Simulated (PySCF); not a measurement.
Delta-SCF ions had no search for a lower state. Excitations are Tamm–Dancoff values on a coarser integration grid. The basis has no diffuse functions, so Rydberg states are missing or too high.

Cartesian coordinates (Å):
```xyz
6

O     -1.1966    -0.9092     0.0146
Al    -0.0079     0.2840     0.0023
O      1.6202    -0.1337     0.0140
Br    -0.5381     2.4601    -0.0315
H     -2.1326    -0.7162     0.0085
H      1.9142    -1.0436     0.0268
```
Charge 0, multiplicity 1.

Question: Estimate the vertical ionisation energy (Delta-SCF), S1 excitation (TDA) and total energy that PBE0-D4/def2-TZVP in PySCF returns for this input.

Answer: 
```
Item                                           Value
--------------------------------------  ------------
vertical ionisation energy (Delta-SCF)      11.07 eV
S1 excitation (TDA)                          6.55 eV
total energy                            -80761.58 eV
```
